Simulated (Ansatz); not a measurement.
Z-matrix (Å, degrees):
```
C
F 1 1.383
C 1 1.501 2 109.7
H 1 1.094 2 108.5 3 -121.8
H 1 1.096 2 107.8 3 119.9
N 3 1.273 1 124.4 2 -157.6
B 3 1.565 1 120.1 2 30.4
H 6 1.025 3 112.2 1 -0.8
H 7 1.195 3 119.0 1 52.2
H 7 1.191 3 120.3 1 -131.2
```

Charge 0, multiplicity 1.

Problem. List the PBE/def2-TZVPP orbital energies in eV (the Gaussian-basis code of Ansatz). (Best estimate.)

Solution. Computed: Occupied: -660.14, -380.69, -271.38, -270.23, -177.60, -30.29, -22.99, -18.22, -15.31, -12.83, -12.65, -12.53, -11.84, -9.43, -9.10, -9.06, -8.49, -7.69, -6.27. Lowest empty: -3.20, -1.31, 0.35, 0.65, 1.65, 1.89, 2.21, 2.47.
